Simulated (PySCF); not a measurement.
Sb(Cl)(SiH3)2 (ClH6SbSi2), SMILES [Cl][Sb]([SiH3])[SiH3].

Geometry: PBE-D3(BJ)/def2-SVP. The structure was generated by enumeration; whether it is a known compound was not checked. The def2 effective core potentials stand for the cores of Sb; spin–orbit coupling is left out.

Level of theory: PBE-D3(BJ)/def2-SVP (PySCF).

Frequencies are harmonic and unscaled.

Computed vibrational spectrum:
```csv
mode,ν (cm⁻¹),IR (km/mol),moving atoms (share of kinetic energy)
1,70,0.1,"Si 45 %, H 28 %, Cl 20 %"
2,79,1.5,"Cl 46 %, Si 35 %, H 11 %, Sb 8 %"
3,93,0.0,H 98 %
4,101,1.9,"Si 42 %, Sb 22 %, Cl 19 %, H 16 %"
5,129,0.0,"H 82 %, Si 14 %"
6,290,1.1,"Si 71 %, Sb 19 %, H 9 %"
7,293,0.0,"Si 71 %, Sb 20 %, H 9 %"
8,337,23.6,"Cl 78 %, Sb 21 %"
9,452,1.6,"H 91 %, Si 8 %"
10,478,11.7,"H 87 %, Si 11 %"
11,483,2.9,"H 89 %, Si 11 %"
12,518,0.1,"H 88 %, Si 11 %"
13,799,401.4,"H 92 %, Si 8 %"
14,835,197.4,"H 91 %, Si 9 %"
15,892,33.0,H 97 %
16,896,27.1,H 97 %
17,898,2.3,H 97 %
18,901,48.9,H 97 %
19,2140,61.2,H 98 %
20,2143,87.6,H 98 %
21,2168,24.9,H 96 %
22,2169,86.5,H 96 %
23,2178,59.8,H 96 %
24,2182,65.9,H 96 %
```
